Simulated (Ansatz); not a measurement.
`BCOC[SiH3]` and `BCSC[SiH3]` differ in one element.

Ansatz, PBE0-D4/def2-TZVP geometries, multiplicity 1. Each molecule was computed in one conformer, which needn't be the lowest.

```json
{"property": "LUMO energy (PBE0/def2-TZVPP) / eV", "`BCOC[SiH3]`": "-1.43"}
{"property": "HOMO–LUMO gap (B3LYP/def2-TZVPP) / eV", "`BCOC[SiH3]`": "5.29"}
{"property": "size of the dipole moment (PBE/def2-TZVPP) / D", "`BCOC[SiH3]`": "1.28"}
{"property": "LUMO energy (ωB97M-V/def2-TZVPP) / eV", "`BCOC[SiH3]`": "0.49"}
{"property": "size of the dipole moment (ωB97M-V/def2-TZVPP) / D", "`BCOC[SiH3]`": "1.32"}
{"property": "HOMO energy (PBE/def2-TZVPP) / eV", "`BCOC[SiH3]`": "-5.77"}
```

Problem. Give the same properties after the change, and the shifts. (An estimate is asked.)

Solution. The calculation gave: 
```csv
property,`BCSC[SiH3]`,shift
LUMO energy (PBE0/def2-TZVPP) / eV,-1.58,-0.15
HOMO–LUMO gap (B3LYP/def2-TZVPP) / eV,4.29,-1.00
size of the dipole moment (PBE/def2-TZVPP) / D,1.53,0.25
LUMO energy (ωB97M-V/def2-TZVPP) / eV,0.36,-0.13
size of the dipole moment (ωB97M-V/def2-TZVPP) / D,1.55,0.23
HOMO energy (PBE/def2-TZVPP) / eV,-5.16,0.61
```

With PBE0 the HOMO rises by 0.88 eV and the LUMO falls by 0.15 eV, so the gap narrows by about 1.03 eV. PBE moves the HOMO by 0.61 eV and ωB97M-V by 1.01 eV. Dipoles are sizes alone; their direction can turn.

Positive LUMOs are unbound, so they and the gaps depend on the basis.

B3LYP here is the variant with VWN-RPA as its local correlation; programs differ in this.
